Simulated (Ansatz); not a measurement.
Computed with Ansatz on PBE0-D4/def2-TZVP structures; ΔE is electronic, products minus reactants. CCSD(T)/CBS adds triple-zeta CCSD(T) − MP2 to the extrapolated MP2 energy (def2 sets, frozen cores). This one scheme is used for every species. Functionals use def2-TZVPP. B3LYP here is the variant with VWN-RPA as its local correlation; programs differ in this. HSE06 is defined as in plane-wave codes. One conformer a species, not always the lowest.

Reaction (silylene formation by 1,1-elimination): `F[SiH]([SiH3])O[SiH3]` → SiH₄ + `F[Si]O[SiH3]`

`F[SiH]([SiH3])O[SiH3]`:

Cartesian coordinates in Å:
```
F -1.888 -1.485 0.423
Si -0.362 -1.265 -0.009
Si 0.811 -0.469 1.860
O -0.317 -0.198 -1.231
Si -0.385 1.369 -1.714
H 0.126 -2.564 -0.530
H 2.228 -0.213 1.483
H 0.777 -1.479 2.951
H 0.207 0.800 2.348
H 0.450 1.516 -2.930
H 0.141 2.248 -0.636
H -1.789 1.739 -2.016
```

SiH₄:

Cartesian coordinates in Å:
```
Si 0.000 0.000 0.000
H -1.217 0.849 -0.035
H -0.382 -1.420 -0.201
H 0.671 0.151 1.316
H 0.928 0.420 -1.080
```

`F[Si]O[SiH3]`:

```xyz
7

F     1.406   -1.850    0.971
Si    1.291   -1.730   -0.638
O     0.316   -0.436   -0.809
Si   -0.559    0.743   -0.042
H    -1.192    1.586   -1.084
H    -1.604    0.118    0.805
H     0.343    1.570    0.797
```

```csv
level,ΔE (kcal/mol),difference from CCSD(T)/CBS
LDA (SPW92),35.4,4.4
PBE-D4,31.0,0.0
BLYP-D4,25.3,-5.7
r2SCAN-D4,34.6,3.6
B97M-V,31.1,0.1
PBE0-D4,34.3,3.3
B3LYP-D4,28.8,-2.2
r2SCAN0-D4,35.9,4.9
HSE06-D4,34.2,3.2
BHLYP-D4,32.4,1.4
CAM-B3LYP-D4,29.9,-1.1
ωB97X-V,32.5,1.5
ωB97M-V,26.8,-4.2
B2PLYP,27.6,-3.4
PBE-QIDH,34.4,3.4
PBE,28.7,-2.3
revPBE,25.7,-5.3
BLYP,21.0,-10.0
r2SCAN,33.9,2.9
PBE0,32.2,1.2
B3LYP,25.3,-5.7
r2SCANh,34.4,3.4
r2SCAN0,35.1,4.1
HSE06,32.3,1.3
BHLYP,29.2,-1.8
CAM-B3LYP,27.7,-3.3
HF/def2-SVP,27.2,-3.8
MP2/def2-SVP,28.2,-2.8
CCSD/def2-SVP,25.6,-5.4
CCSD(T)/def2-SVP,25.6,-5.4
HF/def2-TZVPP,28.5,-2.5
MP2/def2-TZVPP,31.1,0.1
SCS-MP2/def2-TZVPP,29.2,-1.8
CCSD(T)/def2-TZVPP,29.3,-1.7
HF/def2-QZVPP,28.5,-2.5
MP2/def2-QZVPP,32.0,1.0
SCS-MP2/def2-QZVPP,30.3,-0.7
HF/CBS(def2),28.5,-2.5
MP2/CBS(def2),32.7,1.7
CCSD/CBS(def2),30.8,-0.2
CCSD(T)/CBS,31.0,0
```

Largest T1 diagnostic among the species: 0.014.

From r2SCAN to r2SCAN0 (25 % exact exchange), in def2-TZVPP and without D4, ΔE moves by +1.2 kcal/mol. The D4 term adds +3.5 kcal/mol with B3LYP and +2.0 kcal/mol with PBE0; it sums over pairs of atoms, weighted by their polarisabilities, and B3LYP, whose exchange is more repulsive, gets the larger term.
